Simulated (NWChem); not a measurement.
CH₄BeS; SMILES [S](C)[BeH]

```xyz
7

Be    -0.6888    -1.6277     0.0003
H     -1.5742    -2.6352    -0.0003
S      0.5962    -0.2064     0.0000
C     -0.5122     1.2769     0.0004
H     -1.2148     1.2674    -0.8536
H      0.1489     2.1580    -0.1001
H     -1.0713     1.3618     0.9508
```
Atoms are numbered in this order, from 1.

Structure relaxed at the PBE-D3(BJ)/def2-SVP level.

Q: List the 6 lowest vertical singlet excitations from PBE/6-31G* (spherical d), TDA (NWChem).

A: 
```tsv
state	energy (eV)	oscillator strength	leading excitation (squared amplitude)
S1	4.25	0.000	HOMO → LUMO (0.99)
S2	5.35	0.015	HOMO−1 → LUMO (0.69)
S3	5.85	0.110	HOMO → LUMO+1 (0.61)
S4	6.23	0.002	HOMO−1 → LUMO+1 (0.95)
S5	6.57	0.020	HOMO → LUMO+2 (0.86)
S6	6.63	0.058	HOMO−2 → LUMO (0.93)
```
